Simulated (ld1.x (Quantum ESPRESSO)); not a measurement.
Building the TM semilocal potential for K (Z = 19) (LDA (PZ), scalar-relativistic).

ld1.x (Quantum ESPRESSO) 7.5 was run on this input:

```
&input
   title='K', zed=19., rel=1, dft='PZ', iswitch=3,
   config='[Ar] 3d0 4s0 4p1',
   nld=3, rlderiv=4.55, eminld=-2.0, emaxld=5.0, deld=0.02
 /
 &inputp
   pseudotype=1, tm=.true., lloc=1,
   nlcc=.true.,
   file_pseudopw='K.pp', file_wfcaegen='ae.wfc', file_wfcncgen='nc.wfc'
 /
3
4S  1  0   0.00   0.00  3.50  3.50  0.0
3D  3  2   0.00   0.00  4.20  4.20  0.0
4P  2  1   1.00   0.00  3.30  3.30  0.0
 &test
   configts(1)='3d0 4s0 4p1'
 /
```

Command:

```bash
ld1.x < K.in > K.out
```

The program printed (shortened: banner, matrices, multipoles, cross overlaps and the repeated all-electron block are left out):

```
Program LD1 v.7.5
     --------------------------- All-electron run ----------------------------

     K
     scalar relativistic calculation

     atomic number is 19.00
     dft =PZ   lsd =0 sic =0 latt =0  beta=0.20 tr2=1.0E-14
     Exchange-correlation= PZ
                           (   1   1   0   0   0   0   0)
     mesh =1165 r(mesh) = 100.03909 a.u. xmin = -7.00 dx = 0.01250
     1 Ry =  13.60569312 eV, c = 137.03599908

     n l     nl                  e(Ry)          e(Ha)          e(eV)
     1 0     1S 1( 2.00)      -258.2053      -129.1026     -3513.0616
     2 0     2S 1( 2.00)       -26.0019       -13.0009      -353.7732
     2 1     2P 1( 6.00)       -20.6929       -10.3464      -281.5412
     3 0     3S 1( 2.00)        -2.6959        -1.3480       -36.6799
     3 1     3P 1( 6.00)        -1.4931        -0.7465       -20.3140
     3 2     3D 1( 0.00)        -0.0379        -0.0190        -0.5158
     4 0     4S 1( 0.00)        -0.2273        -0.1136        -3.0923
     4 1     4P 1( 1.00)        -0.1037        -0.0518        -1.4104

     final scf error:  7.8E-15 reached in  23 iterations

     Etot =   -1200.992548 Ry,    -600.496274 Ha,  -16340.336054 eV

     Ekin =    1207.387358 Ry,     603.693679 Ha,   16427.341879 eV
     Encl =   -2859.340577 Ry,   -1429.670288 Ha,  -38903.310421 eV
     Eh   =     514.450641 Ry,     257.225320 Ha,    6999.457546 eV
     Exc  =     -63.489971 Ry,     -31.744985 Ha,    -863.825058 eV

     normalization and overlap integrals

     s(1S/1S) =  1.000000  <r> =   0.0812  <r2> =    0.0089  r(max) =   0.0533
     s(2S/2S) =  1.000000  <r> =   0.3890  <r2> =    0.1795  r(max) =   0.3184
     s(2P/2P) =  1.000000  <r> =   0.3512  <r2> =    0.1530  r(max) =   0.2640
     s(3S/3S) =  1.000000  <r> =   1.2694  <r2> =    1.8688  r(max) =   1.0704
     s(3P/3P) =  1.000000  <r> =   1.4323  <r2> =    2.4414  r(max) =   1.1538
     s(3D/3D) =  1.000000  <r> =   6.6344  <r2> =   58.5094  r(max) =   5.7148
     s(4S/4S) =  1.000000  <r> =   4.7745  <r2> =   26.4069  r(max) =   3.8789
     s(4P/4P) =  1.000000  <r> =   6.7015  <r2> =   51.7897  r(max) =   5.6438

     ------------------------ End of All-electron run ------------------------

     --------------------- Generating NC pseudopotential ---------------------

      Generating local pot.: lloc=1, matching radius rcloc =   3.3000

      Computing core charge for nlcc:

       r > 3.30 : true rho core
       r < 3.30 : rho core = a sin(br)/r    a=   0.14  b=   0.85

      Integrated core pseudo-charge :   0.63

      Wfc   4S  rcut= 3.510  Using Troullier-Martins method

      Wfc   3D  rcut= 4.181  Using Troullier-Martins method

     ------------------- End of pseudopotential generation -------------------

     Computing logarithmic derivative in   4.53502
     Computing logarithmic derivative in   4.53502
     Computing the partial wave expansion
     R is outside the sphere for l=    0 j= 0.00
       no projector for channel:   1
     R is outside the sphere for l=    2 j= 0.00

     ---------------------- Testing the pseudopotential ----------------------

     K
     scalar relativistic calculation

     atomic number is 19.00   valence charge is  1.00
     dft =PZ   lsd =0 sic =0 latt =0  beta=0.20 tr2=1.0E-14
     mesh =1165 r(mesh) = 100.03909 xmin = -7.00 dx = 0.01250

     n l     nl             e AE (Ry)        e PS (Ry)    De AE-PS (Ry)
     3 2     3D   1( 0.00)       -0.03791       -0.03791        0.00000
     1 0     4S   1( 0.00)       -0.22728       -0.22728        0.00000
     2 1     4P   1( 1.00)       -0.10366       -0.10366       -0.00000

     eps = 8.4E-15  iter = 10

     Etot =   -1200.992548 Ry,    -600.496274 Ha,  -16340.336054 eV
     Etotps =    -0.388014 Ry,      -0.194007 Ha,      -5.279206 eV

     Ekin =       0.131655 Ry,       0.065827 Ha,       1.791257 eV
     Encl =      -0.322430 Ry,      -0.161215 Ha,      -4.386878 eV
     Ehrt =       0.134676 Ry,       0.067338 Ha,       1.832359 eV
     Ecxc =      -0.331916 Ry,      -0.165958 Ha,      -4.515943 eV
     (Ecc =      -0.183726 Ry,      -0.091863 Ha,      -2.499714 eV)

     ---------------------- End of pseudopotential test ----------------------
```

Generation and configuration tests took about 0.89 s on one core of a shared server CPU.

Transferability test of the new file with ld1.x, input:

```
&input
   title='K', zed=19., rel=1, dft='PZ', iswitch=2,
   config='[Ar] 3d0 4s0 4p1'
 /
 &test
   file_pseudo='K.pp', nconf=7,
   configts(1)='3d0 4s0 4p1',
   configts(2)='3d0 4s1 4p0',
   configts(3)='3d0 4s0.5 4p0',
   configts(4)='3d1 4s0 4p0',
   configts(5)='3d0.5 4s0.5 4p0',
   configts(6)='3d0 4s0 4p1', lsdts(6)=1,
   configts(7)='3d0 4s1 4p0', lsdts(7)=1
 /
```

```bash
ld1.x < K.test.in > K.test.out
```

Pseudopotential blocks of its output, shortened (energy terms left out):

```
     ---------------------- Testing the pseudopotential ----------------------

     n l     nl             e AE (Ry)        e PS (Ry)    De AE-PS (Ry)
     3 2     3D   1( 0.00)       -0.03791       -0.03791        0.00000
     1 0     4S   1( 0.00)       -0.22728       -0.22728        0.00000
     2 1     4P   1( 1.00)       -0.10366       -0.10366       -0.00000

     eps = 8.3E-15  iter = 10

     Etot =   -1200.992548 Ry,    -600.496274 Ha,  -16340.336054 eV
     Etotps =    -0.388014 Ry,      -0.194007 Ha,      -5.279206 eV

     ---------------------- End of pseudopotential test ----------------------

          ---------------------- Testing the pseudopotential ----------------------

     n l     nl             e AE (Ry)        e PS (Ry)    De AE-PS (Ry)
     3 2     3D   1( 0.00)        0.00000        0.00000        0.00000
     1 0     4S   1( 1.00)       -0.17862       -0.17878        0.00016
     2 1     4P   1( 0.00)       -0.06162       -0.06154       -0.00009

     eps = 9.4E-15  iter = 10

     Etot =   -1201.112382 Ry,    -600.556191 Ha,  -16341.966482 eV
     Etotps =    -0.508017 Ry,      -0.254008 Ha,      -6.911920 eV
     dEtot_ae =      -0.119834 Ry
     dEtot_ps =      -0.120002 Ry,   Delta E=       0.000168 Ry

     ---------------------- End of pseudopotential test ----------------------

          ---------------------- Testing the pseudopotential ----------------------

     n l     nl             e AE (Ry)        e PS (Ry)    De AE-PS (Ry)
     3 2     3D   1( 0.00)       -0.12229       -0.12310        0.00081
     1 0     4S   1( 0.50)       -0.32557       -0.32580        0.00023
     2 1     4P   1( 0.00)       -0.18115       -0.18110       -0.00004

     eps = 7.2E-15  iter =  6

     Etot =   -1200.986717 Ry,    -600.493358 Ha,  -16340.256716 eV
     Etotps =    -0.382252 Ry,      -0.191126 Ha,      -5.200802 eV
     dEtot_ae =       0.005831 Ry
     dEtot_ps =       0.005763 Ry,   Delta E=       0.000069 Ry

     ---------------------- End of pseudopotential test ----------------------

          ---------------------- Testing the pseudopotential ----------------------

     n l     nl             e AE (Ry)        e PS (Ry)    De AE-PS (Ry)
     3 2     3D   1( 1.00)       -0.04602       -0.04541       -0.00061
     1 0     4S   1( 0.00)       -0.23090       -0.22835       -0.00255
     2 1     4P   1( 0.00)       -0.10921       -0.10698       -0.00223

     eps = 1.4E-15  iter = 21

     Etot =   -1200.927642 Ry,    -600.463821 Ha,  -16339.452954 eV
     Etotps =    -0.324053 Ry,      -0.162027 Ha,      -4.408969 eV
     dEtot_ae =       0.064907 Ry
     dEtot_ps =       0.063961 Ry,   Delta E=       0.000945 Ry

     ---------------------- End of pseudopotential test ----------------------

          ---------------------- Testing the pseudopotential ----------------------

     n l     nl             e AE (Ry)        e PS (Ry)    De AE-PS (Ry)
     3 2     3D   1( 0.50)       -0.03066       -0.03065       -0.00001
     1 0     4S   1( 0.50)       -0.21648       -0.21580       -0.00069
     2 1     4P   1( 0.00)       -0.09487       -0.09410       -0.00077

     eps = 4.6E-15  iter = 18

     Etot =   -1201.020512 Ry,    -600.510256 Ha,  -16340.716526 eV
     Etotps =    -0.416286 Ry,      -0.208143 Ha,      -5.663864 eV
     dEtot_ae =      -0.027964 Ry
     dEtot_ps =      -0.028272 Ry,   Delta E=       0.000308 Ry

     ---------------------- End of pseudopotential test ----------------------

          ---------------------- Testing the pseudopotential ----------------------

     n l     nl             e AE (Ry)        e PS (Ry)    De AE-PS (Ry)
     3 2     3D   1( 0.00)       -0.04356       -0.04406        0.00050
     1 0     4S   1( 0.00)       -0.23711       -0.23741        0.00030
     2 1     4P   1( 1.00)       -0.11285       -0.11291        0.00006
     3 2     3D   2( 0.00)       -0.01459       -0.01421       -0.00039
     1 0     4S   2( 0.00)       -0.19663       -0.19648       -0.00015
     2 1     4P   2( 0.00)       -0.07259       -0.07263        0.00003

     eps = 1.9E-15  iter =  9

     Etot =   -1200.999962 Ry,    -600.499981 Ha,  -16340.436928 eV
     Etotps =    -0.395460 Ry,      -0.197730 Ha,      -5.380501 eV
     dEtot_ae =      -0.007414 Ry
     dEtot_ps =      -0.007445 Ry,   Delta E=       0.000031 Ry

     ---------------------- End of pseudopotential test ----------------------

          ---------------------- Testing the pseudopotential ----------------------

     n l     nl             e AE (Ry)        e PS (Ry)    De AE-PS (Ry)
     3 2     3D   1( 0.00)        0.00000        0.00000        0.00000
     1 0     4S   1( 1.00)       -0.19293       -0.19357        0.00063
     2 1     4P   1( 0.00)       -0.07094       -0.07079       -0.00015
     3 2     3D   2( 0.00)        0.00000        0.00000        0.00000
     1 0     4S   2( 0.00)       -0.14253       -0.14134       -0.00119
     2 1     4P   2( 0.00)       -0.03425       -0.03363       -0.00062

     eps = 9.3E-15  iter = 11

     Etot =   -1201.122688 Ry,    -600.561344 Ha,  -16342.106695 eV
     Etotps =    -0.518749 Ry,      -0.259374 Ha,      -7.057938 eV
     dEtot_ae =      -0.130140 Ry
     dEtot_ps =      -0.130734 Ry,   Delta E=       0.000595 Ry

     ---------------------- End of pseudopotential test ----------------------
```
